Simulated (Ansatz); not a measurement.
`F[Si](F)(F)O[Si](Cl)(Cl)Cl` and `CO[Si](F)(F)F` differ in one atom or group.

Ansatz, PBE0-D4/def2-TZVP geometries, multiplicity 1. Each molecule was computed in one conformer, which needn't be the lowest.

```
                                          property  `F[Si](F)(F)O[Si](Cl)(Cl)Cl`
    size of the dipole moment (PBE/def2-TZVPP) / D                          0.66
  size of the dipole moment (B3LYP/def2-TZVPP) / D                          0.71
             HOMO energy (ωB97M-V/def2-TZVPP) / eV                        -11.86
size of the dipole moment (ωB97M-V/def2-TZVPP) / D                          0.69
               HOMO energy (B3LYP/def2-TZVPP) / eV                         -9.32
               HOMO–LUMO gap (PBE/def2-TZVPP) / eV                          6.84
```

Problem. Give the same properties after the change, and the shifts. (Estimate.)

Solution. Ansatz gave: 
```tsv
property	`CO[Si](F)(F)F`	shift
size of the dipole moment (PBE/def2-TZVPP) / D	2.33	1.67
size of the dipole moment (B3LYP/def2-TZVPP) / D	2.45	1.74
HOMO energy (ωB97M-V/def2-TZVPP) / eV	-11.85	0.01
size of the dipole moment (ωB97M-V/def2-TZVPP) / D	2.43	1.74
HOMO energy (B3LYP/def2-TZVPP) / eV	-9.17	0.15
HOMO–LUMO gap (PBE/def2-TZVPP) / eV	7.52	0.68
```

With PBE0 the HOMO rises by 0.21 eV and the LUMO rises by 1.08 eV, so the gap widens by about 0.87 eV. PBE moves the HOMO by 0.44 eV and ωB97M-V by 0.01 eV. Dipoles are sizes alone; their direction can turn.

B3LYP here is the variant with VWN-RPA as its local correlation; programs differ in this.
